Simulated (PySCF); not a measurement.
## Sb²⁺: ionisation energy

Sb²⁺ [Kr] 4d10 5s2 5p1 (2P) → Sb³⁺ [Kr] 4d10 5s2 (1S), as a difference of total energies. Calculation: PySCF 2.14, in x2c-SVPall (6s5p3d, 36 functions); scalar relativity by spin-free X2C-1e. Correlated levels: valence: [Kr] 4d10 frozen. The calculations carry no spin-orbit coupling.

| method | ionisation energy (eV) | difference from reference (eV) |
| --- | --- | --- |
| UHF | 24.103 | -1.220 |
| r2SCAN | 24.897 | -0.426 |
| PBE | 24.765 | -0.558 |
| MP2 (valence) | 24.210 | -1.113 |
| SCS-MP2 (valence) | 24.190 | -1.133 |
| CCSD (valence) | 24.264 | -1.059 |
| CCSD(T) (valence) | 24.272 | -1.051 |

Reference: 25.323 eV (measured; NIST Atomic Spectra Database, ionization energies).

The reference lies between the lowest fine-structure levels, while these numbers refer to the centres of the terms.

Errors of the correlated levels include the incompleteness of this basis and the frozen core.
